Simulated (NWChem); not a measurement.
Species: GeSi2H8; SMILES [SiH3][SiH2][GeH3]

Task: Give the equilibrium geometry at PBE0/def2-SVP (NWChem) as a Z-matrix, with the point group.

Result: point group Cs; any orientation.
```
Si
H 1 1.4973
H 1 1.4973 2 108.15
Si 1 2.3468 2 109.61 3 119.44
H 4 1.4953 1 111.03 2 -59.19
H 4 1.4955 5 108.80 1 120.92
H 4 1.4955 5 108.80 6 118.16
Ge 1 2.3867 2 109.27 3 -118.85
H 8 1.5405 1 110.96 2 59.14
H 8 1.5408 9 108.54 1 121.24
H 8 1.5408 9 108.54 10 117.52
```
